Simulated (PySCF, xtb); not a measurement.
FHSeZn, SMILES [SeH][Zn][F]. The values are those of a single conformer.

Harmonic wavenumbers (cm⁻¹) from GFN2-xTB in xtb 6.7.1 at its own minimum, in rising order: 88, 163, 231, 426, 551, 2079.

Problem. What does B3LYP-D3(BJ)/def2-TZVP (PySCF) give at its own minimum? (Estimate from the structure and the level; the computed values follow.)

Solution. 114, 120, 272, 600, 659, 2392. Paired by order, the mean absolute difference is 118 cm⁻¹ and the zero-point energies are 5.1 and 5.9 kcal/mol.
